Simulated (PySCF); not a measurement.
Hf(F)3(OH)(OH2) (F3H3HfO2), SMILES [Hf]([F])(<-[OH2])([OH])([F])[F], multiplicity 1.

The structure is a stationary point at B3LYP-D3(BJ)/def2-SVP. The multiplicity is an assumed one; other spin states were not compared. The def2 effective core potentials stand for the cores of Hf; spin–orbit coupling is left out. One conformer was computed; it need not be the lowest.

Calculation: PBE/def2-TZVP (PySCF).

Symmetry labels are those of the subgroup Cs that the program uses (full group Cs).

### Question
List the valence orbital energies around the gap with their symmetry. (The exact figures need the calculation; the answer reports its results.)

### Answer

```tsv
orbital	symmetry	energy (eV)
HOMO−7	A"	-9.55
HOMO−6	A'	-9.18
HOMO−5	A"	-9.05
HOMO−4	A'	-9.02
HOMO−3	A"	-8.97
HOMO−2	A'	-8.67
HOMO−1	A'	-7.64
HOMO	A"	-7.62
LUMO	A'	-1.22
LUMO+1	A"	-0.54
LUMO+2	A'	-0.47
LUMO+3	A'	0.00
```
